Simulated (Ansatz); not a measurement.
Relaxation of CH$_{2}$AlNO (6 atoms, charge 0, multiplicity 1), to a largest force component of 0.015 eV/Å in at most 40 steps.

Method: RKS revPBE/def2-SVP (Ansatz).

```xyz
6
Properties=species:S:1:pos:R:3:forces:R:3
N 2.506 -0.992 0.755 -3.74 0.99 -0.92
C 1.357 -0.691 0.478 3.50 -0.97 0.92
Al -0.511 -0.252 0.022 -0.04 1.42 0.10
O -0.940 1.511 -0.036 0.48 -1.77 -0.32
H -1.520 -1.427 -0.294 -0.05 0.00 0.03
H -0.851 1.788 -0.971 -0.14 0.31 0.19
```

Question: Where does it end, and by what steps?

Answer: The forces met the threshold. After 6 steps the energy has fallen by 0.402 eV; H6 moved furthest, 0.60 Å.

```csv
step,energy less start (eV),largest force component (eV/Å),accepted
0,0.0000,3.735,yes
1,-0.1569,1.032,yes
2,-0.2023,1.640,yes
3,-0.3099,0.644,yes
4,-0.3342,0.460,yes
5,-0.3999,0.096,yes
6,-0.4019,0.013,yes
```

```xyz
6
Properties=species:S:1:pos:R:3
N 2.468 -1.077 0.906
C 1.404 -0.736 0.533
Al -0.375 -0.232 -0.092
O -0.560 1.449 -0.388
H -1.511 -1.320 -0.295
H -1.383 1.852 -0.709
```

The run took 14 s on 1 thread of Arm Neoverse V1 (shared host), peak memory 0.15 GiB.
